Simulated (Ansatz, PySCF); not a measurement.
TiCl₃, SMILES [Cl][Ti+]([Cl])[Cl], charge +1, multiplicity 1. Atoms are numbered in the order given.

```xyz
4

Ti     0.0000     0.0000     0.4674
Cl     1.7134    -0.9892    -0.2222
Cl    -1.7134    -0.9892    -0.2222
Cl     0.0000     1.9785    -0.2222
```
Charge +1, spin multiplicity 1.

Geometry optimised at PBE0-D3(BJ)/def2-SVP. The spin state was assumed, not searched. The isomer is the one that the SMILES or the coordinates give; other isomers of the formula were not compared.

Two levels are set side by side: PBE-D3(BJ)/def2-SVP (Ansatz, a program for electronic structure) and PBE0-D3(BJ)/def2-SVP (Ansatz). Each level has its own optimised geometry; the coordinates shown are those of the second. Frequencies come from the Hessian of PySCF at each geometry. Differences are taken from unrounded values.

```
quantity                            PBE0-D3(BJ)  PBE-D3(BJ)  PBE-D3(BJ) minus PBE0-D3(BJ)
----------------------------------  -----------  ----------  ----------------------------
mean bond length (Å)                      2.095       2.118                         0.022
bond Ti1–Cl2 (Å)                          2.095       2.118                         0.022
bond Ti1–Cl3 (Å)                          2.095       2.118                         0.022
bond Ti1–Cl4 (Å)                          2.095       2.118                         0.022
highest harmonic wavenumber (cm⁻¹)          565         536                           -29
mean harmonic wavenumber (cm⁻¹)             335         320                           -15
zero-point energy (kcal/mol)               2.87        2.75                         -0.13
```

Exact exchange shortens and stiffens bonds; PBE has none. Differences between two approximate levels are no errors against the true value.
